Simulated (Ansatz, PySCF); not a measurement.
B₂BiO, SMILES O=B[B-]#[Bi], charge -1. Atoms are numbered in the order given.

```xyz
4

Bi     0.0107     0.6842     0.0000
B      0.0081    -1.3566     0.0000
B      0.0042    -2.9879     0.0000
O      0.0011    -4.2115     0.0000
```
Charge -1, spin multiplicity 1.

The structure is a stationary point at PBE0-D3(BJ)/def2-SVPD. The def2 effective core potentials stand for the cores of Bi; spin–orbit coupling is left out.

Two levels are set side by side: PBE-D3(BJ)/def2-SVPD (Ansatz, a quantum-chemistry and plane-wave program) and PBE0-D3(BJ)/def2-SVPD (Ansatz). Each level has its own optimised geometry; the coordinates shown are those of the second. Frequencies come from the Hessian of PySCF at each geometry. Differences are taken from unrounded values.

```json
[
 {"quantity": "mean bond length (Å)", "PBE0-D3(BJ)": "1.632", "PBE-D3(BJ)": "1.644", "PBE-D3(BJ) minus PBE0-D3(BJ)": "0.012"},
 {"quantity": "bond Bi1–B2 (Å)", "PBE0-D3(BJ)": "2.041", "PBE-D3(BJ)": "2.068", "PBE-D3(BJ) minus PBE0-D3(BJ)": "0.027"},
 {"quantity": "bond B2–B3 (Å)", "PBE0-D3(BJ)": "1.631", "PBE-D3(BJ)": "1.626", "PBE-D3(BJ) minus PBE0-D3(BJ)": "-0.006"},
 {"quantity": "bond B3–O4 (Å)", "PBE0-D3(BJ)": "1.224", "PBE-D3(BJ)": "1.239", "PBE-D3(BJ) minus PBE0-D3(BJ)": "0.016"},
 {"quantity": "highest harmonic wavenumber (cm⁻¹)", "PBE0-D3(BJ)": "1925", "PBE-D3(BJ)": "1833", "PBE-D3(BJ) minus PBE0-D3(BJ)": "-92"},
 {"quantity": "mean harmonic wavenumber (cm⁻¹)", "PBE0-D3(BJ)": "646", "PBE-D3(BJ)": "618", "PBE-D3(BJ) minus PBE0-D3(BJ)": "-28"},
 {"quantity": "zero-point energy (kcal/mol)", "PBE0-D3(BJ)": "6.47", "PBE-D3(BJ)": "6.19", "PBE-D3(BJ) minus PBE0-D3(BJ)": "-0.28"}
]
```

Exact exchange shortens and stiffens bonds; PBE has none. Differences between two approximate levels are no errors against the true value.
